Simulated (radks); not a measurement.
Question: Species: Zn8+. Configuration: [Ar] 3d4. Method: scalar-relativistic Kohn-Sham, LB94 model potential, spin-polarised, spherical densities, finite nucleus; open shells are filled with parallel spins first; Fermi nuclear charge, rms radius 3.9283 fm; computed with a radial shooting solver on a logarithmic mesh with Libxc functionals. Some entries of the table are withheld. Estimate them.

orbital  occ.  eigenvalue (Ry)  <r^2> (bohr^2)  <1/r> (bohr^-1)
1s down     1        -721.1256        0.003389            30.26
1s up       1        -721.1187        0.003389            30.26
2s down     1        -102.2149         0.05966            6.600
2s up       1        -102.1553         0.05983            6.595
2p down     3        -90.90167         0.04755            6.491
2p up       3        -90.84618         0.04768            6.488
3s up       1        -23.90663          0.4733            2.213
3s down     1        -23.45987          0.4783            2.201
3p up       3              (1)             (2)            2.105
3p down     3              (3)             (4)            2.093
3d up       4        -14.89168          0.5007            1.911
3d down     0        -14.50776          0.5095            1.905

Answer: 
(1) 3p up eigenvalue (Ry): -20.45628
(2) 3p up <r^2> (bohr^2): 0.4943
(3) 3p down eigenvalue (Ry): -20.02240
(4) 3p down <r^2> (bohr^2): 0.5009
